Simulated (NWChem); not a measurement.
Species: disiloxane (Si2H6O); SMILES O([SiH3])[SiH3]

Program: NWChem. The geometry was optimised at PBE-D3(BJ)/def2-SVP. Level PBE/def2-TZVP: energy and gradient; each run changes one setting, and changes count from the defaults (medium grid, exact Coulomb integrals, symmetry on).

```csv
setting,size of the energy change (μHa),largest change of a gradient component (μHa/bohr)
defaults,< 10,< 30
symmetry off,< 10,other frame
"Coulomb fitting, Weigend set",300,100
"Coulomb fitting, Ahlrichs set",300,100
tight SCF thresholds and tolerances,< 10,30
```
